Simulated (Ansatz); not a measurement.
System: sum formula H3SiO3F, charge 0, multiplicity 1. 
Geometry from a B3LYP-D3(BJ)/def2-TZVP (Ansatz, a quantum-chemistry and plane-wave program) optimisation:
```
Si
F 1 1.6004
O 1 1.6232 2 109.05
H 3 0.9601 1 119.16 2 59.48
O 1 1.6232 2 109.05 3 120.00
H 5 0.9601 1 119.16 2 59.48
O 1 1.6232 2 109.05 5 120.00
H 7 0.9601 1 119.16 2 59.48
```

Parts of the frozen-core correlation energy in cc-pVTZ (Ansatz, hartree). Frozen orbitals: 9; correlated occupied orbitals by spin: 16 and 16; virtual: 171 and 171. Spin-orbit coupling is left out. Non-relativistic.

| term | value |
|---|---|
| reference (HF) | -615.10179 |
| MP2 opposite-spin | -0.80378 |
| MP2 same-spin | -0.28140 |
| CCSD correlation | -1.09265 |
| (T) | -0.03583 |
| T1 diagnostic | 0.011 |
| largest doubles amplitude | 0.013 |
